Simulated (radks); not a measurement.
Numerical settings for neutral sulfur, [Ne] 3s2 3p4. Method: Dirac Kohn-Sham, PBE, spin-unpolarised, spherical densities, point nucleus; open shells are shared between the two j in proportion to 2j + 1; computed with a radial shooting solver on a logarithmic mesh with Libxc functionals. The defaults (mesh step 0.008 in ln r, mesh end at 40 bohr or more with all orbitals vanishing there, Anderson mixing 0.5 over 9 steps, residual threshold near 1e-9 with the energy settled to 1e-9 hartree or 1e-11 of itself, here a cap of 58 iterations) give E = -399.0469 hartree and 3p3/2 at -6.980 eV in 13 iterations. Run on one thread of a shared host, so times are rough (Intel(R) Xeon(R) Platinum 8559C): 0.06 s of CPU time, 0.06 s wall, 13 iterations on 2597 mesh points. Changes against that run (0 stands for a change within the tolerance of the run):

| setting | iterations | converged | E (mhartree) | e(3p3/2) (meV) | CPU (s) |
|---|---|---|---|---|---|
| mesh step in ln r 0.2 | 58 | no | diverged | - | 0.08 |
| mesh step in ln r 0.02 | 13 | yes | 0 | 0 | 0.03 |
| mesh step in ln r 0.03 | 13 | yes | 0 | 0 | 0.02 |
| mesh end (bohr) 12 | 13 | yes | +0.00187 | +0.263 | 0.06 |
| mesh end (bohr) 400 | 13 | yes | 0 | 0 | 0.06 |
| residual threshold 0.01 | 9 | yes | 0 | 0 | 0.05 |
| residual threshold 1e-13 | 19 | yes | 0 | 0 | 0.08 |
| mixing 1.5 | 13 | yes | 0 | 0 | 0.06 |
| linear mixing, mixing 0.2 | 58 | no | 0 | -0.0132 | 0.21 |
| linear mixing, mixing 0.5 | 30 | yes | 0 | 0 | 0.11 |
| mixing history 2 | 16 | yes | 0 | 0 | 0.07 |
| iteration cap 8 | 8 | no | 0 | 0 | 0.04 |

No run marked as converged misses the energy by more than 1 mhartree. A mesh that ends early acts as a hard wall.
